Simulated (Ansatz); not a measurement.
Ansatz (a program for electronic structure) input (CCSD(T)/aug-cc-pV(T+d)Z):
A basis named .json is the Basis Set Exchange file of that set.

Ansatz 0.2 input:
```yaml
crystal:
  periodic: [false, false, false]
  atoms:
    - {symbol: Si, position_ang: [0.13988429, -0.02547404, 0.33656952]}
    - {symbol: C, position_ang: [1.61668713, -0.40486062, -0.70591463]}
    - {symbol: C, position_ang: [-1.20387603, -1.30404454, 0.04688579]}
    - {symbol: C, position_ang: [-0.48099417, 1.70881280, -0.02552169]}
    - {symbol: H, position_ang: [0.53358578, -0.08536595, 1.77501060]}
    - {symbol: H, position_ang: [1.88834304, -1.41358312, -0.99953332]}
    - {symbol: H, position_ang: [2.31303621, 0.35647088, -1.04207272]}
    - {symbol: H, position_ang: [-0.83902906, -2.31172795, 0.25674889]}
    - {symbol: H, position_ang: [-1.54957794, -1.28044037, -0.98886268]}
    - {symbol: H, position_ang: [-2.06373601, -1.11878567, 0.69431468]}
    - {symbol: H, position_ang: [-0.81107363, 1.79752888, -1.06283498]}
    - {symbol: H, position_ang: [-1.32425217, 1.96326611, 0.62024426]}
    - {symbol: H, position_ang: [0.30342212, 2.44982801, 0.14231523]}
basis:
  gaussian:
    orbitals: aug-cc-pV_T+d_Z.json
magnetization: {spin_polarized: true, initial_magnetization: 1}
correlation: {method: ccsd_t, electrons: outside_noble_gas}
```

Output:

```
Functional definition: HF
integrals: 10.77 GiB planned
2238 factors; integrals over basis functions are off by at most 1.0e-3 eV
3.16 GiB of device memory are held for the factors and their scratch space
mean field: 3.06 GiB planned
mean field evaluation 1: about -11092.7141 eV, gradient 2.9e1 eV
mean field evaluation 2: about -11092.7142 eV, gradient 2.9e1 eV
mean field evaluation 4: about -11097.3143 eV, gradient 2.6e0 eV
mean field evaluation 8: about -11097.3953 eV, gradient 1.9e-3 eV
mean field evaluation 16: about -11097.3936 eV, gradient 2.9e-1 eV
mean field -11097.39526520 eV, -407.8217539115 hartree, gradient 2.5e-6 eV, S^2 0.761122; 0 other end points of the search recorded, 0 dependent functions left out
8 core orbitals not correlated
reference -11097.39526520 eV, -407.8217539115 hartree; 13, 12 occupied and 379, 380 virtual orbitals, 2238 factors
second order -17.40985286 eV of doubles, -0.00000000 eV of singles
coupled cluster: 28.74 GiB planned
cycle   1  -18.47505608 eV  change    -1.1e0 eV  update   8.2e-2
cycle   2  -18.93575122 eV  change   -4.6e-1 eV  update   2.5e-2
cycle   3  -18.99608500 eV  change   -6.0e-2 eV  update   1.0e-2
cycle   4  -18.99299785 eV  change    3.1e-3 eV  update   3.7e-3
cycle   5  -18.99279564 eV  change    2.0e-4 eV  update   1.8e-3
cycle   6  -18.99299758 eV  change   -2.0e-4 eV  update   7.3e-4
cycle   7  -18.99309102 eV  change   -9.3e-5 eV  update   3.0e-4
cycle   8  -18.99317590 eV  change   -8.5e-5 eV  update   1.1e-4
cycle   9  -18.99316497 eV  change    1.1e-5 eV  update   4.2e-5
cycle  10  -18.99314232 eV  change    2.3e-5 eV  update   1.7e-5
perturbative correction -0.71343872 eV, -0.0262183894 hartree
Total energy: -11117.10184624 eV, -408.5459574071 hartree
```

It need not be the lowest isomer of its formula.
